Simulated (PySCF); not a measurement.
Can point charges reproduce the dipole moment of `C=CC[C@@H](F)C(=O)NC`?

Coordinates (GFN2-xTB, Å) and charges (e) from the PBE0/pcSseg-1 density (PySCF):

```tsv
atom	x	y	z	Mulliken	IAO	Hirshfeld	ESP-fitted
C1	3.650	0.126	-0.193	-0.1377	-0.3169	-0.1011	-0.5094
C2	2.509	-0.021	-0.838	-0.2375	-0.1357	-0.0395	-0.1183
C3	1.224	-0.420	-0.182	-0.1871	-0.2758	-0.0766	+0.0033
C4	0.178	0.696	-0.266	+0.1844	+0.1330	+0.0614	-0.0361
F5	-0.221	0.878	-1.579	-0.3428	-0.3320	-0.1016	-0.2399
C6	-1.023	0.358	0.624	+0.4023	+0.4098	+0.1616	+0.4134
O7	-0.890	0.241	1.824	-0.4441	-0.5171	-0.2902	-0.5076
N8	-2.183	0.188	-0.031	-0.5102	-0.3300	-0.1033	-0.2961
C9	-3.414	-0.134	0.646	-0.0870	-0.3165	-0.0608	-0.1787
H10	3.728	-0.050	0.867	+0.1130	+0.1462	+0.0468	+0.2129
H11	4.556	0.419	-0.696	+0.1180	+0.1531	+0.0474	+0.2010
H12	2.447	0.163	-1.902	+0.1116	+0.1480	+0.0431	+0.1500
H13	0.813	-1.307	-0.674	+0.1366	+0.1510	+0.0437	+0.0669
H14	1.379	-0.641	0.875	+0.1531	+0.1648	+0.0499	+0.0840
H15	0.608	1.650	0.064	+0.1410	+0.1618	+0.0493	+0.1559
H16	-2.211	0.318	-1.031	+0.2046	+0.2821	+0.1229	+0.2869
H17	-3.808	-1.088	0.292	+0.1201	+0.1474	+0.0483	+0.0901
H18	-3.192	-0.206	1.710	+0.1420	+0.1792	+0.0501	+0.1303
H19	-4.159	0.646	0.482	+0.1198	+0.1476	+0.0488	+0.0914
```

Task: Form Σ q r in debye for every column and set it beside the full dipole.

Result: The full density gives (-1.23, -0.29, -1.92) D, 2.30 D in size; dipole vectors point from the negative to the positive end.

```
    scheme     μx     μy     μz  size (D)  share of the full size (%)  angle to the full dipole (°)
  Mulliken  -0.22  -0.74   0.63      1.00                          43                           109
       IAO  -1.03  -0.41  -1.18      1.62                          70                            11
 Hirshfeld  -0.92  -0.12  -1.51      1.77                          77                             4
ESP-fitted  -1.22  -0.31  -1.89      2.27                          99                             1
```

Task: Which set comes closest?

Result: Length of the difference vector: ESP-fitted 0.04 D, Hirshfeld 0.54 D, IAO 0.77 D, Mulliken 2.78 D. Closest: ESP-fitted. The schemes that divide the density aren't constrained to reproduce the dipole.

Task: What is left for the Hirshfeld atoms' own dipoles?

Result: The shares of the density sum to the whole, so what Σ q r misses lies in dipoles about the nuclei. The atomic dipoles sum to (-1.23, -0.29, -1.92) − (-0.92, -0.12, -1.51) = (-0.31, -0.17, -0.41) D, 0.54 D in size.

Task: With the origin at the mean of the coordinates, (-0.001, 0.096, 0.000) Å, which are the largest single terms, by size, of the IAO dipole along the direction of the full one?

Result: H16 +2.73, C1 +2.72, O7 +2.66, F5 -2.13, C9 -1.99 D; all 19 atoms together +1.59 D. The single terms depend on the origin, their sum doesn't.

Task: Give the size of the full dipole in other units.

Result: 2.30 D = 0.905 au = 0.479 e·Å = 7.67 × 10⁻³⁰ C·m.

The structure is a single GFN2-xTB conformer in the gas phase; no vibrational or solvent corrections.

These values come from a run that also computed NMR shieldings. Hardware: one thread of an Arm Neoverse V1 (shared host). Cost: 36 s wall.

Shape of the structure used: `[CH2:1]=[CH:2][CH2:3][C@@H:4]([F:5])[C:6](=[O:7])[NH:8][CH3:9]`: C1–C2–C3–C4 115°, C2–C3–C4–F5 68°, C3–C4–C6–O7 62°, C4–C6–N8–C9 180°.
